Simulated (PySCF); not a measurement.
Sr²⁺ (strontium, charge +2) across methods

[Kr], closed-shell 1S. All numbers are calculated (PySCF 2.14, a scalar-relativistic core potential, in def2-QZVPPD with the def2 core potential (28 electrons)).

| method | E (hartree) | mean ε 4s (eV) | mean ε 4p (eV) | Σ⟨r²⟩ (bohr²) | ⟨S²⟩ |
| --- | --- | --- | --- | --- | --- |
| PW91 | -30.0810 | -55.254 | -36.779 | 20.92 | 0.000 |
| LDA | -29.9474 | -55.037 | -36.643 | 21.09 | 0.000 |
| B2PLYP | -29.9623 | -61.448 | -40.350 | 20.98 | 0.000 |
| UHF | -29.78907 | -66.573 | -43.201 | 21.01 | 0.000 |
| CAM-B3LYP | -30.0376 | -59.925 | -40.107 | 21.00 | 0.000 |
| r2SCAN | -30.0898 | -56.471 | -37.306 | 20.82 | 0.000 |
| TPSSh | -30.0723 | -56.860 | -37.610 | 20.88 | 0.000 |
| PBE | -30.0639 | -55.176 | -36.710 | 20.92 | 0.000 |
| PBE0 | -30.0652 | -58.310 | -38.609 | 20.91 | 0.000 |

Energies and moments cover only the electrons outside the core potential.
